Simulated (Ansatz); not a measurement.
Reaction (formal exchange of groups at a B–Ge bond): `CN[BH][GeH3]` + SiH₄ → `CNB[SiH3]` + GeH₄

Calculated with Ansatz (gas phase, PBE0-D4/def2-TZVP geometries, no zero-point term in ΔE). CBS: MP2 limit from def2 TZ/QZ plus the TZ coupled-cluster correction, frozen cores. This one scheme is used for every species. DFT in def2-TZVPP. For Ge outer-core shells are correlated without core-valence functions, which leaves a few kJ/mol of doubt a bond. Scalar relativity is left out up to krypton. One conformer a species, not always the lowest.

Question: Is it downhill or uphill in electronic energy at CCSD(T)/CBS, and by how much? (Best estimate.)

Answer: Computed: Uphill: ΔE = +0.12 eV.

Question: What do these levels give: r2SCAN-D4, r2SCAN, MP2/def2-TZVPP, HF/def2-QZVPP, MP2/def2-QZVPP, HF/CBS(def2)? (Best estimate.)

Answer: Ansatz gave: r2SCAN-D4 0.06, r2SCAN 0.05, MP2/def2-TZVPP 0.13, HF/def2-QZVPP 0.05, MP2/def2-QZVPP 0.14, HF/CBS(def2) 0.04 eV.

Largest T1 diagnostic among the species: 0.014.

In def2-TZVPP, CCSD(T) changes the Hartree–Fock value by +0.04 eV (the triples alone add +0.00 eV) and MP2 by +0.07 eV.
